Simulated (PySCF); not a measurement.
CH5NSZn, SMILES C[S][Zn][NH2]. Atoms are numbered in the order given.

```xyz
9

Zn     0.0926    -0.6712     0.0000
N     -0.2960    -2.4380     0.0000
H     -0.6578    -2.9050     0.8257
H     -0.6578    -2.9050    -0.8257
S      0.6602     1.4166     0.0000
C     -0.9942     2.1976     0.0000
H     -1.5751     1.9381     0.8971
H     -0.8390     3.2862     0.0000
H     -1.5751     1.9381    -0.8971
```
Charge 0, spin multiplicity 1.

Geometry optimised at ωB97X-D3(BJ)/def2-SVP. The structure was generated by enumeration; whether it is a known compound was not checked. The values are those of a single conformer.

All values below come from M06-2X/def2-TZVP in PySCF.

total energy: -2273.45225 hartree
point group: Cs
highest occupied level: -7.80 eV
lowest empty level: -0.01 eV
orbital gap: 7.79 eV
dipole moment: 2.22 D
quadrupole, principal values (traceless, Buckingham form, about the centre of nuclear charge): -3.09, 0.90, 2.20 D·Å
mean static polarisability: 62.8 bohr³ (9.30 Å³)
polarisability, principal values: 48.4, 56.4, 83.6 bohr³
